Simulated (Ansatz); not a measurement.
Relaxation of CH5BFNO (10 atoms, charge 0, multiplicity 1), to a largest force component of 0.015 eV/Å in at most 40 steps.

These are results of RHF/STO-3G in Ansatz 0.2.0, not measurements.

```xyz
10
Properties=species:S:1:pos:R:3:forces:R:3
N -1.693 -0.841 -0.181 -1.86 3.07 -0.26
B -0.269 -1.027 0.096 2.65 0.92 -1.36
O 0.730 -0.252 -0.639 -1.14 -0.71 1.96
C 1.177 0.887 0.140 -4.62 -0.56 1.94
F 2.079 1.584 -0.546 1.89 0.89 -1.20
H -1.947 0.222 0.015 0.83 -3.24 -0.69
H -1.849 -0.928 -1.216 0.13 0.15 0.80
H 0.098 -1.850 0.852 -0.01 0.28 -0.03
H 1.527 0.601 1.176 0.20 0.09 -1.01
H 0.230 1.553 0.307 1.92 -0.88 -0.15
```

Q: Where does it end, and by what steps?

A: The run converged. Limits of this set-up: minimal basis. After 29 steps the energy has fallen by 2.346 eV; O3 moved furthest, 1.49 Å.

```csv
step,energy less start (eV),largest force component (eV/Å),accepted
0,0.0000,4.623,yes
2,-0.6119,1.003,yes
4,-1.0569,1.133,yes
6,-1.4016,0.811,yes
8,-1.7735,1.741,yes
10,-2.1350,2.270,yes
12,-2.1994,1.023,no
14,-2.3215,0.383,yes
16,-2.3297,0.054,yes
18,-2.3298,0.499,no
20,-2.3361,0.324,no
22,-2.3417,0.071,yes
24,-2.3403,0.280,no
26,-2.3454,0.032,yes
28,-2.3458,0.030,yes
29,-2.3459,0.011,yes
```

```xyz
10
Properties=species:S:1:pos:R:3
N -1.678 -0.925 -0.515
B -0.381 -0.613 -0.126
O -0.096 0.696 0.153
C 1.252 1.021 0.460
F 2.051 0.831 -0.649
H -2.411 -0.229 -0.620
H -1.984 -1.869 -0.727
H 0.413 -1.458 -0.029
H 1.640 0.409 1.296
H 1.278 2.085 0.760
```

Whether the end is a true minimum wasn't checked by a vibrational analysis.

Time of the run: 45 s on 1 thread of Arm Neoverse V1 (shared host), peak memory 0.15 GiB.
